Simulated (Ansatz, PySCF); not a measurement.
CH7ClOSi2, SMILES [SiH3]CO[SiH2]Cl. Atoms are numbered in the order given.

```xyz
12

Si    -2.4899     0.7149    -0.3720
C     -0.8900     0.0394    -1.1492
O     -0.3272    -0.9933    -0.3583
Si     0.8410    -0.8098     0.7928
Cl     2.4653     0.1822    -0.0233
H     -3.0527     1.7856    -1.2508
H     -2.1925     1.2859     0.9763
H     -3.4849    -0.3873    -0.2238
H     -1.1173    -0.3791    -2.1443
H     -0.1661     0.8582    -1.3207
H      1.2449    -2.1737     1.2034
H      0.3774     0.0193     1.9384
```

Geometry optimised at PBE0-D3(BJ)/def2-SVP. The structure was generated by enumeration, and PubChem lists no compound with its InChIKey, so it may never have been made. One conformer was computed; it need not be the lowest.

Two levels are set side by side: PBE-D3(BJ)/def2-SVP (Ansatz, a first-principles code) and PBE0-D3(BJ)/def2-SVP (Ansatz). Each level has its own optimised geometry; the coordinates shown are those of the second. Frequencies come from the Hessian of PySCF at each geometry. Differences are taken from unrounded values.

| quantity | PBE0-D3(BJ) | PBE-D3(BJ) | PBE-D3(BJ) minus PBE0-D3(BJ) |
|---|---|---|---|
| mean bond length (Å) | 1.518 | 1.530 | 0.012 |
| bond Si1–C2 (Å) | 1.903 | 1.915 | 0.013 |
| bond C2–O3 (Å) | 1.417 | 1.433 | 0.015 |
| bond O3–Si4 (Å) | 1.650 | 1.669 | 0.019 |
| bond Si4–Cl5 (Å) | 2.071 | 2.086 | 0.015 |
| bond Si1–H6 (Å) | 1.495 | 1.506 | 0.011 |
| bond Si1–H7 (Å) | 1.494 | 1.504 | 0.010 |
| bond Si1–H8 (Å) | 1.492 | 1.502 | 0.010 |
| bond C2–H9 (Å) | 1.103 | 1.112 | 0.009 |
| bond C2–H10 (Å) | 1.106 | 1.115 | 0.009 |
| bond Si4–H11 (Å) | 1.481 | 1.492 | 0.011 |
| bond Si4–H12 (Å) | 1.488 | 1.500 | 0.012 |
| highest harmonic wavenumber (cm⁻¹) | 3106 | 3009 | -98 |
| mean harmonic wavenumber (cm⁻¹) | 1120 | 1081 | -39 |
| zero-point energy (kcal/mol) | 48.03 | 46.36 | -1.67 |

GGA bonds tend to be longer and softer than those of functionals with exact exchange. Differences between two approximate levels are no errors against the true value.
